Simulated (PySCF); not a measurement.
A structure optimised at PBE-D3(BJ)/def2-SVP, used in a PySCF frequency run:

```
N
C 1 1.3937
C 2 1.3546 1 127.21
H 3 1.0979 2 119.80 1 176.04
H 3 1.1017 4 117.24 2 179.52
H 2 1.1060 3 119.23 4 -2.48
C 1 1.4579 2 117.19 6 -15.98
H 7 1.1071 1 110.31 2 167.19
H 7 1.1122 8 107.54 1 120.71
H 7 1.1144 8 107.73 9 115.79
Si 1 1.7705 2 120.37 6 171.23
H 11 1.5016 1 105.89 2 -172.00
H 11 1.5031 12 111.19 8 -123.95
H 11 1.5083 12 109.15 8 117.06
```

### Question
Write its SMILES and formula.

### Answer
C=CN(C)[SiH3], C3H9NSi

### Question
What are its rotational constants (standard atomic weights)?

### Answer
4.5942, 3.5775, 2.0958 GHz
